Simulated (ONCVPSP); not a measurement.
## PBE ONCV dataset for Fe (Z = 26), scalar-relativistic all-electron reference.

Fe (Z = 26), optimised norm-conserving Vanderbilt (ONCV), made with ONCVPSP 4.0.1 (PBE, scalar-relativistic). Core [Ne], reference 3s2 3p6 3d6 4s2. Waves: 3s+4s: rc 1.05 bohr, ncon 3, nbas 8, qcut 10.6 1/bohr, 2 projectors; 3p: rc 1.05 bohr, ncon 3, nbas 6, qcut 15.7 1/bohr, 2 projectors, debl 4 Ha; 3d: rc 1.45 bohr, ncon 5, nbas 9, qcut 9.6 1/bohr, 1 projector. Local part: polynomial inside 1.00 bohr (lpopt 5, dvloc0 2 Ha). Core correction: Teter function, fcfact 5.75, rcfact 1.3.

All-electron outer shells of the reference configuration (PBE, scalar-relativistic, ld1.x):

```csv
shell,level (eV),outermost node (bohr),outermost maximum (bohr)
2p,-698.45,–,0.18
3s,-94.02,0.33,0.70
3p,-60.04,0.30,0.72
3d,-7.50,–,0.71
4s,-5.29,1.00,2.41
```

Calculated quality:

```
Cutoffs needed             : 57 Ha and 114 Ha (the cutoffs (Ha) at which the residual kinetic energy of the hardest occupied pseudo-wave falls to 1 and 0.1 mHa per electron)
Ghost test                 : no bound ghost flagged; GHOST(+) flags only above 600 eV
Largest excitation error   : -9.6 meV (all-electron minus pseudo) for 3s2 3p6 3d5 4s0, out of 4 test configurations
rms error of d²Exc/dni dnj : 1.32 mHa without and 1.17 mHa with the model core
```

Generation and tests took about 3.7 s on one core of a shared server CPU.
